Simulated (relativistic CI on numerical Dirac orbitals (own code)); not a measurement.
# What each ingredient does to the levels of Pb XL

Base calculation: Dirac-Coulomb-Breit CI, KLI orbitals optimised for each configuration, a model potential for QED, unscaled Slater integrals.

Configuration list (outside the closed core [Ar] 3d10): 4s²4p⁶4d⁷, 4s²4p⁶4d⁶4f, 4s²4p⁵4d⁸, 4s4p⁶4d⁸, 4s²4p⁵4d⁷4f, 4s4p⁶4d⁷4f, 4s²4p⁶4d⁶5s, 4s²4p⁶4d⁵4f5s, 4s²4p⁶4d⁶5p, 4s²4p⁵4d⁷5s, 4s²4p⁶4d⁶5f, 4p⁶4d⁸4f, 4s²4p⁶4d⁵5s5p, 4s²4p⁶4d⁶6s, 4s4p⁶4d⁷5s, 4p⁶4d⁹, 4p⁵4d¹⁰, 4p⁵4d⁹4f, 4s²4p⁶4d⁵5s², 4s²4p⁶4d⁴4f5s², 4s²4p⁵4d⁵4f5s², 4s4p⁶4d⁵4f5s², 4p⁶4d⁸5s, 4p⁵4d⁹5s, 4p⁵4d⁸4f5s, 4p⁶4d⁷5s², 4p⁶4d⁶4f5s², 4p⁵4d⁸5s², 4p⁵4d⁷4f5s². Double excitations out of closed p, d and f shells are left out; levels of such configurations are missing from the list, as are those of other unlisted configurations, and high levels can miss mixing partners.

The lowest level and the first level of each name with at least 55 % of one term (blank where a level has no safe partner in the second run):

| Level | Base (cm⁻¹) | Shift (cm⁻¹) |
| --- | --- | --- |
| 4s²4p⁶4d⁷ ⁴F9/2 | 0 | 0 |
| 4s²4p⁶4d⁷ ⁴F7/2 | 229448 | -229448 |
| 4s²4p⁶4d⁷ ⁴P5/2 | 274656 | -221916 |
| 4s²4p⁶4d⁷ ²H11/2 | 288307 | -216764 |
| 4s²4p⁶4d⁷ ²F5/2 | 331760 |  |
| 4s²4p⁶4d⁷ ²D3/2 | 404955 |  |
| 4s²4p⁶4d⁷ ⁴F5/2 | 490473 |  |
| 4s²4p⁵4d⁸ ⁴G°11/2 | 1827740 | -303751 |

At this charge energies of transitions that change n are usually good to better than 1 %, and those within a shell (Δn = 0) to a few per cent. Terms inside the open d or f shell come out 10 to 20 % too wide with unscaled integrals.

(1) One thing was changed in a second run, which moved the levels as shown. Which?
A. QED terms removed
B. configuration mixing switched off
C. P86 correlation estimate
D. non-relativistic limit
E. Breit term removed

## Answers

(1) D. Non-relativistic limit. Without relativity the fine structure collapses and s electrons lose their extra binding.

LS names give the leading component of a level, which can be under half, so a name can repeat, a term be missing and a line seem to break the LS rules.
